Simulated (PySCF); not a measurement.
C₃H₆O₃, charge -1, doublet, geometry from GFN2-xTB (a state made from the parent by changing its charge; the spin is typed, not shown lowest); SVWN5/3-21G in PySCF.

The PySCF input:
```python
from pyscf import gto, scf, dft

mol = gto.Mole()
mol.atom = '''
    C     1.869089   -0.275998   -0.687613
    O     1.077988   -0.603167    0.412375
    C    -0.011835    0.346509    0.702985
    O     0.060242    1.516433    0.211983
    O    -1.245307   -0.381493    0.621354
    C    -1.787890   -0.452973   -0.676342
    H     1.717210    0.783731   -0.934251
    H     2.926784   -0.442492   -0.441911
    H     1.612926   -0.888495   -1.570688
    H    -2.836924   -0.759045   -0.594277
    H    -1.248786   -1.183916   -1.299192
    H    -1.730785    0.530799   -1.159555
'''
mol.basis = '3-21g'
mol.charge = -1
mol.spin = 1
mol.verbose = 4
mol.build()

mf = dft.UKS(mol)
mf.xc = 'lda,vwn'
mf.DIIS = scf.EDIIS
mf.kernel()
mf.analyze()
```

Q: What does PySCF print? Leave out banner, timings and long lists.

A: 
```
PySCF version 2.14.0

[INPUT] verbose = 4
[INPUT] num. atoms = 12
[INPUT] num. electrons = 49
[INPUT] charge = -1
[INPUT] spin (= nelec alpha-beta = 2S) = 1
[INPUT] symmetry False subgroup None
[INPUT] Mole.unit = angstrom
[INPUT] Symbol           X                Y                Z      unit          X                Y                Z       unit  Magmom
[...]
nuclear repulsion = 249.456317631561
number of shells = 42
number of NR pGTOs = 108
number of NR cGTOs = 66
basis = 3-21g
ecp = {}

******** <class 'pyscf.dft.uks.UKS'> ********
method = UKS
initial guess = minao
damping factor = 0
level_shift factor = 0
DIIS = <class 'pyscf.scf.diis.EDIIS'>
diis_start_cycle = 1
diis_space = 8
diis_damp = 0
SCF conv_tol = 1e-09
SCF conv_tol_grad = None
SCF max_cycles = 50
direct_scf = True
direct_scf_tol = 1e-13
number electrons alpha = 25  beta = 24
XC library pyscf.dft.libxc version 7.1.2
    S. Lehtola, C. Steigemann, M. J. T. Oliveira, and M. A. L. Marques,  SoftwareX 7, 1–5 (2018)
XC functionals = lda,vwn
    P. A. M. Dirac,  Math. Proc. Cambridge Philos. Soc. 26, 376 (1930)
    F. Bloch,  Z. Phys. 57, 545 (1929)
    S. H. Vosko, L. Wilk, and M. Nusair,  Can. J. Phys. 58, 1200 (1980)
radial grids:
    Treutler-Ahlrichs [JCP 102, 346 (1995); DOI:10.1063/1.469408] (M4) radial grids

becke partition: Becke, JCP 88, 2547 (1988); DOI:10.1063/1.454033
pruning grids: <function nwchem_prune>
grids dens level: 3
symmetrized grids: False
atomic radii adjust function: <function treutler_atomic_radii_adjust>
small_rho_cutoff = 0
Set gradient conv threshold to 3.16228e-05
tot grids = 143448
init E= -339.351229963651

cycle= 1 E= -338.703993073936  delta_E= 0.647  |g|= 0.791  |ddm|=  2.5
cycle= 2 E= -337.253993789931  delta_E= 1.45  |g|= 1.86  |ddm|= 7.06
cycle= 3 E= -338.592068164201  delta_E= -1.34  |g|= 0.957  |ddm|= 7.07
cycle= 4 E= -338.670345431998  delta_E= -0.0783  |g|= 0.875  |ddm|= 0.753
cycle= 5 E= -338.700499769575  delta_E= -0.0302  |g|= 0.822  |ddm|= 0.0967
cycle= 6 E= -338.700499774244  delta_E= -4.67e-09  |g|= 0.822  |ddm|= 2.48e-08
cycle= 7 E= -338.700499762584  delta_E= 1.17e-08  |g|= 0.822  |ddm|= 2.36e-08
cycle= 8 E= -338.700499758467  delta_E= 4.12e-09  |g|= 0.822  |ddm|= 4.78e-08
cycle= 9 E= -338.700499748457  delta_E= 1e-08  |g|= 0.822  |ddm|= 5.43e-08
cycle= 10 E= -338.700499759424  delta_E= -1.1e-08  |g|= 0.822  |ddm|= 1.69e-08
cycle= 11 E= -335.758662638422  delta_E= 2.94  |g|= 2.18  |ddm|= 9.29
[...]
SCF not converged.
Total Energy =                        -313.711083817065855
[...]
spin_pop of  4 O 2py      -0.00005
spin_pop of  4 O 2pz       0.00033
spin_pop of  4 O 3px       0.00001
spin_pop of  4 O 3py       0.00021
spin_pop of  4 O 3pz      -0.00002
spin_pop of  5 C 1s        0.00000
spin_pop of  5 C 2s        0.04749
spin_pop of  5 C 3s        0.00002
spin_pop of  5 C 2px       0.25480
spin_pop of  5 C 2py      -0.00273
spin_pop of  5 C 2pz       0.00245
spin_pop of  5 C 3px       0.01538
spin_pop of  5 C 3py       0.00049
spin_pop of  5 C 3pz       0.00011
spin_pop of  6 H 1s        0.19363
spin_pop of  6 H 2s        0.01162
spin_pop of  7 H 1s        0.00415
spin_pop of  7 H 2s        0.00005
spin_pop of  8 H 1s        0.01466
spin_pop of  8 H 2s        0.00015
spin_pop of  9 H 1s        0.10138
spin_pop of  9 H 2s        0.00022
spin_pop of  10 H 1s        0.00317
spin_pop of  10 H 2s        0.00000
spin_pop of  11 H 1s       -0.00048
spin_pop of  11 H 2s        0.00720
 ** Mulliken Spin Density (per atom)  **
spin density of  0 C =      0.04752
spin density of  1 O =      0.19521
spin density of  2 C =      0.07900
spin density of  3 O =      0.01880
spin density of  4 O =      0.00570
spin density of  5 C =      0.31801
spin density of  6 H =      0.20525
spin density of  7 H =      0.00420
spin density of  8 H =      0.01482
spin density of  9 H =      0.10161
spin density of  10 H =      0.00317
spin density of  11 H =      0.00672
 ** Mulliken pop alpha/beta on meta-lowdin orthogonal AOs **
 ** Mulliken pop       alpha | beta **
In total            25.00000 | 24.00000
 ** Mulliken atomic charges   ( Nelec_alpha | Nelec_beta ) **
charge of  0C =      3.33135  (     1.35808      1.31057 )
charge of  1O =     -0.19160  (     4.19341      3.99819 )
charge of  2C =     -4.83529  (     5.45715      5.37814 )
charge of  3O =     -2.15949  (     5.08914      5.07034 )
charge of  4O =     -1.67843  (     4.84206      4.83637 )
charge of  5C =      1.33958  (     2.48922      2.17121 )
charge of  6H =      0.52097  (     0.34214      0.13689 )
charge of  7H =      0.96067  (     0.02176      0.01757 )
charge of  8H =      0.91514  (     0.04984      0.03502 )
charge of  9H =      0.78958  (     0.15602      0.05441 )
charge of  10H =      0.15517  (     0.42400      0.42083 )
charge of  11H =     -0.14765  (     0.57718      0.57046 )

WARN: System has nonzero charge -1; the dipole moment is origin-dependent.
Location of origin: [0. 0. 0.]

Dipole moment(X, Y, Z, Debye): 44.88025, -40.76665, -58.38530
```

Convergence was not reached.
